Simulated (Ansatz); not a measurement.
Born–Oppenheimer molecular dynamics of F$_{2}$H$_{5}$NSi (9 atoms, charge 0, multiplicity 1). It starts at the highest image of a converged band, a first-order saddle point between two minima.

These are results of Ansatz 0.2.0, RHF/def2-SVP, not measurements.

| Property | Result |
| --- | --- |
| ensemble | NVE (velocity Verlet) |
| time step | 0.5 fs |
| steps asked | 200 |
| starting velocities drawn for | 100 K |
| seed | 8733 |

First frame:

```xyz
9
Properties=species:S:1:pos:R:3
Si -0.316 0.069 -0.085
F -0.005 0.473 1.981
H 0.682 -0.972 0.133
H -0.008 1.486 -0.241
F -0.875 -0.314 -1.571
N -1.846 -0.210 0.895
H -2.176 -1.162 0.914
H -2.622 0.392 0.669
H -1.127 0.133 1.802
```

How far do the bonds stretch over the last three quarters of this one trajectory? (Pairs bonded in most of those frames.)


```json
{"bond": "Si1–F2", "mean (Å)": "1.689", "spread (Å)": "0.124", "shortest": "1.52", "longest": "2.04"}
{"bond": "Si1–H3", "mean (Å)": "1.472", "spread (Å)": "0.018", "shortest": "1.44", "longest": "1.51"}
{"bond": "Si1–H4", "mean (Å)": "1.473", "spread (Å)": "0.018", "shortest": "1.44", "longest": "1.51"}
{"bond": "Si1–F5", "mean (Å)": "1.710", "spread (Å)": "0.113", "shortest": "1.50", "longest": "1.91"}
{"bond": "N6–H7", "mean (Å)": "1.009", "spread (Å)": "0.009", "shortest": "0.99", "longest": "1.03"}
{"bond": "N6–H8", "mean (Å)": "1.009", "spread (Å)": "0.008", "shortest": "0.99", "longest": "1.02"}
{"bond": "N6–H9", "mean (Å)": "1.009", "spread (Å)": "0.010", "shortest": "0.99", "longest": "1.03"}
```

Mean temperature of the second half: 591 K. The conserved energy stayed within 0.074 meV per atom of its start (net change 0.055 meV per atom), so the integration is sound. The kinetic energy rose, since the run started high on the potential surface and went downhill. It ends in pieces (F2H2Si + H3N), so much of that is their flight and rotation, not heat. A run of 0.1 ps of so small a system gives no equilibrium averages. The orbitals stay closed-shell, which can raise the energy where a bond breaks towards radicals; this wasn't checked here.

Run time: 4.3 min on 1 thread of Arm Neoverse V1 (shared host), peak memory 0.14 GiB.
